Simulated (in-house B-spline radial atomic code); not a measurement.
Results of a calculation; reference values are marked as such.
## Xe ion on Hf atom: potential, deflection and energy transfer

The pair potential comes from two frozen, spherical free-atom densities (PBE, B-spline radial code, scalar-relativistic past argon): electrostatics plus the change in Thomas-Fermi kinetic and Dirac exchange energy where they overlap, the recipe behind the universal ZBL potential, which averages such potentials (from solid-state densities) over many pairs. It is written V = (Z1 Z2 e²/r) φ(r/a), with e² = 14.3996 eV·Å and a = 0.46850 Å/(Z1^0.23 + Z2^0.23); ZBL's fit is φ = 0.18175 e^(−3.1998x) + 0.50986 e^(−0.94229x) + 0.28022 e^(−0.4029x) + 0.02817 e^(−0.20162x). Where φ falls below 4e-4 it is continued as an exponential.

Masses 131.29 and 178.49 u.

```
x = r/a  φ, this pair     φ, ZBL
    0.1        0.8824     0.8928
   0.25        0.7541     0.7647
    0.5        0.6011     0.6096
      1        0.4079     0.4164
    1.5        0.2914     0.2995
      2        0.2151     0.2218
      3        0.1252     0.1292
      4       0.07755    0.08026
      5       0.04988    0.05224
    6.5       0.02783    0.02914
      8       0.01637    0.01705
     10      0.008579   0.008778
     12      0.004836    0.00474
   14.5      0.002505   0.002328
     17      0.001344   0.001212
     20     0.0006471  0.0005882
```

Question: At x = 4 the electrostatic, kinetic and exchange parts are 1466.58, 11022.73 and -494.61 eV. Find r, V and φ.

Answer: a = 0.46850/(2.5029 + 2.6742) = 0.09049 Å, so r = 0.36198 Å. V = 1466.58 + 11022.73 + (-494.61) = 11994.70 eV. The bare repulsion is 54 × 72 × 14.3996/0.36198 = 154670 eV, so φ = 0.0776, -3.4 % against ZBL's 0.0803. The kinetic (Pauli) term is 92 % of V here.

Question: The ion comes in at 107.4 keV with impact parameter 0.1810 Å. The scattering integral gives a centre-of-mass angle of 56.42° and a closest approach of 2.807 a. What are the reduced energy, the energy passed on and the laboratory angles?

Answer: ε = E a M2/(Z1 Z2 e² (M1 + M2)) = 107400 × 9.3134e-07 = 0.1. The most that one collision can pass on is γE with γ = 4 M1 M2/(M1 + M2)² = 0.9768. Here T = γE sin²(θ/2) = 0.9768 × 107400 × 0.2235 = 23440 eV. The ion turns by arctan(sin θ/(cos θ + M1/M2)) = 32.9°, and the struck atom leaves at (180° − θ)/2 = 61.8°. The closest approach is 0.254 Å. With ZBL the angle would be 57.39° and T = 24180 eV.
